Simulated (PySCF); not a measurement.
**InH: one state, many levels of theory**

State: ¹Σ⁺ (singlet), closed shell. Set-up: In x2c-TZVPPall, H x2c-TZVPPall; spin-free X2C with a Gaussian nucleus (PySCF 2.14). De refers to In + H in their high-spin ground configurations, without counterpoise correction. A positive dipole means In(−)H(+).

```
      Level  Re (Å)  ωe (cm⁻¹)  De (eV)  μ (D)
        RHF   1.846       1523     1.84  -0.59
    RHF-MP2   1.820       1536     2.55    n/a
RHF-SCS-MP2   1.829       1517     2.65    n/a
   RHF-CCSD   1.835       1495     2.70    n/a
RHF-CCSD(T)   1.836       1485     2.73    n/a
        PBE   1.872       1395     2.66  -0.94
       BLYP   1.883       1371     2.73  -1.10
     r²SCAN   1.850       1460     2.71  -0.81
      M06-L   1.869       1418     2.79  -1.10
       PBE0   1.851       1460     2.63  -0.81
    r²SCAN0   1.839       1497     2.66  -0.74
  BHandHLYP   1.843       1498     2.69  -0.82
    ωB97M-V   1.837       1498     2.75  -0.75
```

The bond length runs from 1.820 Å (RHF-MP2) to 1.883 Å (BLYP). De spans 1.84 eV (RHF, mean field) to 2.79 eV (M06-L, meta-GGA). Correlation at CCSD(T) changes the Hartree–Fock bond energy by +0.89 eV; the triples alone change it by +0.03 eV.

Correlated steps freeze 18 core orbitals. Spin–orbit coupling is left out, which matters for elements this heavy, above all for dissociation energies. Where the molecule has an RHF reference, its open-shell atoms are computed with UHF.

The whole job (state search and all levels along the bond) took about 5 min on 1 thread of Arm Neoverse V1 (shared host), peak memory 1.5 GiB.
